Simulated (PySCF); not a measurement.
C5H7NSSi.
Atom-mapped SMILES: `[N:1]#[C:2][Si@@H:3]1[CH:4]=[CH:5][CH2:6][CH2:7][S:8]1`

Cartesian coordinates in Å at the GFN2-xTB level; atoms count from 1:
```
atom  x, y, z in Å
N1     3.6633    1.1005   -0.0960
C2     2.7466    0.6346    0.4091
Si3    1.2179   -0.1026    1.2016
C4     0.5135   -1.3598    0.0028
C5    -0.6520   -1.2398   -0.6263
C6    -1.5942   -0.0767   -0.5499
C7    -0.9493    1.2738   -0.2816
S8    -0.2717    1.4271    1.4119
H9     1.5453   -0.5869    2.5325
H10    1.0865   -2.2638   -0.1566
H11   -1.0019   -2.0490   -1.2580
H12   -2.1391   -0.0087   -1.4960
H13   -2.3347   -0.2803    0.2323
H14   -1.6918    2.0669   -0.3597
H15   -0.1430    1.4728   -0.9879
```

NICS = −σ at a ghost point: NICS(0) at the centroid of the ring atoms, NICS(1) 1 Å to either side along the normal of their mean plane, zz for the tensor component along that normal. Level: GIAO PBE0/pcSseg-1 (PySCF, non-relativistic, gas phase) on the GFN2-xTB geometry, one conformer.

Ring bond lengths (Å), with Mayer bond orders in brackets: Si3–C4 1.875 (0.90), C4–C5 1.330 (1.94), C5–C6 1.499 (1.05), C6–C7 1.520 (1.02), C7–S8 1.830 (1.00), S8–Si3 2.145 (1.00).

Task: What do the NICS probes read (ppm)?

Result: 
| ring | type | NICS(0) | NICS(1), two faces | NICS(1)zz, two faces | rms pucker (Å) | centre to ring atoms, mean (Å) |
| --- | --- | --- | --- | --- | --- | --- |
| Si3–C4–C5–C6–C7–S8 | 6-membered ring with S and Si; formal bonds 1 double, 5 single | -1.1 | -1.6 / -2.1 | 4.0 / 3.5 | 0.26 | 1.64 |

Task: What can be read from them?

Result: 
- Si3–C4–C5–C6–C7–S8: mean NICS(1)zz 3.8 ppm, deshielded. Si3, C6, C7 have four or more neighbours; no verdict on aromaticity is drawn.

Task: What is the mean of the two in-plane components of NICS at the first NICS(1) probe listed for ring Si3–C4–C5–C6–C7–S8, 1 Å off the ring?

Result: The isotropic value is a third of the trace: (3 × -1.6 − (4.0))/2 = -4.4 ppm.

Task: Give the inner angles of the rings and the Hirshfeld charges of the ring atoms.

Result: 
- Si3–C4–C5–C6–C7–S8: Si3 106.3° (+0.372 e), C4 124.8° (-0.152 e), C5 126.6° (-0.013 e), C6 115.6° (-0.070 e), C7 113.2° (-0.062 e), S8 96.1° (-0.080 e); sum 682.7° against 720° for a flat convex ring.
